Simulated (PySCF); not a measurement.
W(NH)2(F)(OSiH3) (FH5N2OSiW), SMILES [W](=[NH])(=[NH])([F])[O][SiH3], multiplicity 1. Heavy atoms are numbered as in [W:1](=[NH:2])(=[NH:4])([F:6])[O:7][SiH3:8]. Hydrogens are named by the atom that carries them.

Geometry: PBE0-D3(BJ)/def2-SVP. The multiplicity is an assumed one; other spin states were not compared. The def2 effective core potentials stand for the cores of W; spin–orbit coupling is left out. The values are those of a single conformer.

The numbers are results of r2SCAN/def2-TZVP (PySCF), not measurements.

Atomic charges (e), one atom of each kind:

```
atom        Löwdin  Mulliken
----------  ------  --------
W1            0.83      1.46
N2 (NH)      -0.37     -0.62
H on N2       0.15      0.25
F6           -0.24     -0.40
O7           -0.20     -0.58
Si8 (SiH3)    0.18      0.39
H on Si8     -0.05     -0.04
```
